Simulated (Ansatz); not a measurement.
Basis sets compared for tetraphenylgermane (C24H20Ge). Charge 0, multiplicity 1. Geometry PBE-D4/def2-SVP. Ansatz on 2 threads of AMD EPYC 7R13 on a shared host and a share (18 GiB) of an NVIDIA H100 80GB HBM3; times are rough, and most runs start from earlier orbitals.

```xyz
45

C     4.658   -1.087   -0.259
C     3.725   -1.799   -1.030
C     2.362   -1.468   -0.966
C     1.913   -0.422   -0.131
Ge    0.000    0.000    0.000
C    -0.861   -1.218    1.276
C    -2.076   -0.861    1.901
C    -2.715   -1.748    2.783
C    -2.146   -3.002    3.053
C    -0.936   -3.367    2.442
C    -0.298   -2.479    1.561
C    -0.820   -0.207   -1.771
C    -0.120    0.175   -2.936
C    -0.721    0.068   -4.201
C    -2.030   -0.425   -4.317
C    -2.735   -0.813   -3.167
C    -2.133   -0.706   -1.903
C    -0.230    1.846    0.625
C    -0.165    2.152    2.002
C    -0.289    3.477    2.448
C    -0.483    4.515    1.523
C    -0.553    4.223    0.151
C    -0.430    2.897   -0.293
C     2.861    0.288    0.635
C     4.224   -0.042    0.573
H     5.727   -1.344   -0.309
H     4.063   -2.616   -1.687
H     1.640   -2.025   -1.585
H    -2.525    0.126    1.705
H    -3.662   -1.456    3.265
H    -2.646   -3.697    3.746
H    -0.484   -4.348    2.655
H     0.657   -2.771    1.093
H     0.912    0.554   -2.857
H    -0.163    0.368   -5.101
H    -2.501   -0.511   -5.309
H    -3.760   -1.206   -3.255
H    -2.692   -1.021   -1.007
H    -0.026    1.343    2.738
H    -0.239    3.702    3.526
H    -0.582    5.555    1.872
H    -0.710    5.034   -0.578
H    -0.496    2.678   -1.371
H     2.532    1.116    1.283
H     4.953    0.522    1.175
```

Single mean-field runs in def2-SVP, def2-TZVP are fitted with def2-universal-jkfit.

Binding counts from free atoms (C triplet, Ge triplet, H doublet) in the same basis, without a counterpoise term.

```csv
level,functions,energy (Eh),HOMO (eV),LUMO (eV),binding per atom (eV),wall time
PBE-D4/def2-SVP,468,-3001.2493,-6.05,-1.49,5.39,3.3 s
PBE0-D4/def2-SVP,468,-3001.3956,-7.08,-0.66,5.28,3.6 s
```

Question: Estimate the rows for PBE-D4/def2-TZVP, PBE0-D4/def2-TZVP (with forces).

Answer: 
```json
{"level": "PBE-D4/def2-TZVP", "functions": "912", "energy (Eh)": "-3002.4770", "HOMO (eV)": "-6.11", "LUMO (eV)": "-1.62", "binding per atom (eV)": "5.31", "wall time": "4.4 s"}
{"level": "PBE0-D4/def2-TZVP (with forces)", "functions": "912", "energy (Eh)": "-3002.6112", "HOMO (eV)": "-7.09", "LUMO (eV)": "-0.78", "binding per atom (eV)": "5.20", "wall time": "6.5 s"}
```
